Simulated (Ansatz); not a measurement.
Single points on [InClH3]- (InH₃Cl⁻).

```yaml
crystal:
  periodic: [false, false, false]
  atoms:
    - {symbol: In, position_ang: [-0.001229, 0.002284, -0.232457]}
    - {symbol: Cl, position_ang: [0.012487, -0.021136, 2.263180]}
    - {symbol: H, position_ang: [1.703252, 0.011301, -0.686437]}
    - {symbol: H, position_ang: [-0.861594, 1.482005, -0.658611]}
    - {symbol: H, position_ang: [-0.852916, -1.474454, -0.685665]}
basis:
  gaussian: {orbitals: def2-TZVPD}
total_charge: -1
magnetization: {spin_polarized: true, initial_magnetization: 2}
hamiltonian: {xc: pbe0, dispersion: d4}
scf: {omitted_lower_state_checks: [starts]}
output: {orbitals: {seedname: orbitals}}
```

The file start.molden holds the orbitals of an earlier run on this structure, at another level or in another basis.

```sh
$ ansatz run in.yaml --threads 4 --pin off --events-out ev --progress --plain --max-ram 3916MiB
```

Shortened log:

```
Functional definition: PBE0
974 factors; their error is unknown
mean field evaluation 1: about -17732.2216 eV, gradient 2.9e1 eV
mean field evaluation 2: about -17722.8632 eV, gradient 5.1e1 eV
mean field evaluation 4: about -17738.5749 eV, gradient 5.4e0 eV
mean field evaluation 8: about -17738.7980 eV, gradient 5.4e-1 eV
mean field evaluation 16: about -17738.8752 eV, gradient 1.1e-2 eV
mean field evaluation 32: about -17738.8752 eV, gradient 6.4e-4 eV
mean field -17738.87520186 eV, -651.8916398268 hartree, gradient 7.8e-6 eV, S^2 2.010562; 0 other end points of the search recorded, 0 dependent functions left out
reference -17738.87524005 eV, -651.8916412302 hartree; 22, 20 occupied and 107, 109 virtual orbitals, 974 factors
Total energy: -17738.96910179 eV, -651.8950905858 hartree
Checks for a lower state left out: starts
```

Hardware: 4 threads of Intel Xeon Platinum 8259CL on a shared host. Wall time 6 s.

As the first input, with `gaussian: {orbitals: def2-TZVPD, initial_orbitals: start.molden}`, `hamiltonian: {xc: r2scan, dispersion: d4}` (abridged; 6.5 s):

```
Functional definition: r2SCAN
mean field evaluation 16: about -17744.3667 eV, gradient 9.4e-6 eV
mean field -17744.36666223 eV, -652.0934472732 hartree, gradient 9.4e-6 eV, S^2 2.010428
Total energy: -17744.39225463 eV, -652.0943877765 hartree
Checks for a lower state left out: starts
```

As the first input, with `gaussian: {orbitals: def2-TZVPD, initial_orbitals: start.molden}`, `hamiltonian: {xc: pbe, dispersion: d4}` (abridged; 3.2 s):

```
Functional definition: PBE
mean field -17738.19724818 eV, -651.8667254885 hartree, gradient 7.0e-6 eV, S^2 2.004459
Total energy: -17738.30743698 eV, -651.8707748525 hartree
Checks for a lower state left out: starts
```

Geometry: PBE0-D4/def2-TZVPD, that of the charge -1 singlet.

In the def2 sets In takes a core potential; there is no spin–orbit coupling. At PBE0-D4/def2-TZVPD, r2SCAN-D4/def2-TZVPD, PBE-D4/def2-TZVPD the highest occupied level of the charge -1 triplet lies above zero (up to 2.06 eV). By energy differences it is unbound by 0.47 eV (vertical, to the charge 0 doublet, at r2SCAN-D4/def2-TZVPD) and held by the finite basis. At r2SCAN-D4/def2-TZVPD, PBE-D4/def2-TZVPD the gap within one spin of the charge -1 triplet nearly closes, so an electron or hole may be smeared out by delocalisation error. At PBE-D4/def2-TZVPD an occupied level of the charge -1 triplet lies above an empty one (by up to 0.14 eV), so this SCF solution is probably not the lowest. At PBE0-D4/def2-TZVPD a singlet of charge -1 lies 5.16 eV below the triplet at the same geometry.
